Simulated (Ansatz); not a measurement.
Isolated molecules relaxed with PBE0-D4/def2-TZVP in Ansatz; ΔE leaves out vibrations. CCSD(T)/CBS is the MP2 limit (def2-TZVPP, def2-QZVPP) plus CCSD(T) − MP2 in def2-TZVPP, frozen cores. For Ge outer-core shells are correlated without core-valence functions, which leaves a few kJ/mol of doubt a bond. Scalar relativity is left out up to krypton. One conformer a species, not always the lowest.

Consider the redistribution: `C[O][Ge][NH2]` + `C[S][Al]([F])[Cl]` → `C[S][Ge][NH2]` + `C[O][Al]([F])[Cl]`.

`C[O][Ge][NH2]`:

Z-matrix (Å, degrees):
```
C
O 1 1.404
H 1 1.099 2 112.9
H 1 1.095 2 110.0 3 120.5
H 1 1.095 2 110.0 3 -120.5
Ge 2 1.798 1 120.9 3 -0.2
N 6 1.812 2 93.4 1 -180.0
H 7 1.006 6 123.7 2 -180.0
H 7 1.009 6 122.6 2 -0.0
```

`C[S][Al]([F])[Cl]`:

```xyz
8

C     0.659    0.377   -1.217
S    -0.748    1.022   -0.244
Al   -0.802   -0.373    1.385
F     0.292   -1.598    1.438
Cl   -2.211   -0.211    2.900
H     1.102   -0.505   -0.758
H     0.298    0.124   -2.212
H     1.410    1.162   -1.291
```

`C[S][Ge][NH2]`:

```xyz
9

C     0.771   -0.642    1.748
S    -0.600   -0.395    0.588
Ge    0.478    0.602   -1.097
N    -0.977    0.793   -2.171
H     0.881   -1.706    1.955
H     0.556   -0.116    2.678
H     1.708   -0.263    1.336
H    -0.898    1.226   -3.076
H    -1.919    0.501   -1.961
```

`C[O][Al]([F])[Cl]`:

Z-matrix (Å, degrees):
```
C
O 1 1.402
H 1 1.096 2 112.4
H 1 1.094 2 109.7 3 -120.6
H 1 1.094 2 109.7 3 120.6
Al 2 1.663 1 136.1 3 -0.2
Cl 6 2.077 2 121.9 1 -0.2
F 6 1.635 2 119.1 1 179.9
```

```tsv
species	CCSD(T)/def2-TZVPP energy (Eh)
`C[O][Ge][NH2]`	-2246.47781
`C[S][Al]([F])[Cl]`	-1239.23508
`C[S][Ge][NH2]`	-2569.09036
`C[O][Al]([F])[Cl]`	-916.63613
```

**Question.** Work out ΔE.

**Answer.** ΔE = (-2569.09036) + (-916.63613) − (-2246.47781) − (-1239.23508) = -0.01360 Eh = -0.37 eV. CCSD(T)/CBS gives -0.38 eV.

Largest T1 diagnostic among the species: 0.014.

From PBE to PBE0 (25 % exact exchange), in def2-TZVPP and without D4, ΔE moves by −0.03 eV.
